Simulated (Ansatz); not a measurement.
`C[N](C)[In]([N](C)C)[N](C)C`, 28 atoms. The species carries charge 0 and has multiplicity 1. Correlated methods include outer-core shells of In, which these sets cover unevenly. In takes the def2 core potential. Hardware: A = 4 threads of an AMD EPYC 7R13 on a shared host and a share of an NVIDIA H100 80 GB; B = 4 threads of an AMD EPYC 7R13 on a shared host. Correlated methods freeze the cores.

Task: How many basis functions does each run have, and how long does it take in Ansatz? RKS CAM-B3LYP-D4/def2-TZVPP energy [A]; RHF-CCSD(T)/def2-TZVPP energy [A]; RKS B97M-V/def2-TZVPP energy [A]; RKS r2SCAN-D4/def2-TZVPP energy and forces [A]; RKS ωB97M-V/def2-QZVPP energy [A]; RKS PBE0-D4/def2-QZVPP energy [A]; direct RPA on PBE orbitals/def2-TZVPP energy [A]; RHF-MP2/def2-QZVPP energy [A]; RKS ωB97M-V/def2-SVP energy [B]; RKS PBE0-D4/def2-SVP energy [B]; RKS SPW92 (LDA)/def2-TZVPP energy [A]; RHF-CCSD(T)/def2-SVP energy [A]. (Estimate.)

Result: Ansatz gave: Other jobs shared the machine, so times are rough.

```
                                level                    job  functions  wall time  peak host memory (GiB)
          RKS CAM-B3LYP-D4/def2-TZVPP             energy [A]        581      3.7 s                     1.2
           RKS SPW92 (LDA)/def2-TZVPP             energy [A]        581        4 s                     1.1
             RKS r2SCAN-D4/def2-TZVPP  energy and forces [A]        581        6 s                     1.2
direct RPA on PBE orbitals/def2-TZVPP             energy [A]        581        6 s                     3.5
                 RKS PBE0-D4/def2-SVP             energy [B]        242        6 s                     1.4
               RKS PBE0-D4/def2-QZVPP             energy [A]       1135        7 s                     1.7
                RKS B97M-V/def2-TZVPP             energy [A]        581        8 s                     1.3
                 RHF-CCSD(T)/def2-SVP             energy [A]        242       11 s                    0.84
               RKS ωB97M-V/def2-QZVPP             energy [A]       1135       12 s                     1.9
                   RHF-MP2/def2-QZVPP             energy [A]       1135       16 s                      16
                 RKS ωB97M-V/def2-SVP             energy [B]        242       16 s                     1.7
               RHF-CCSD(T)/def2-TZVPP             energy [A]        581    9.2 min                     3.3
```
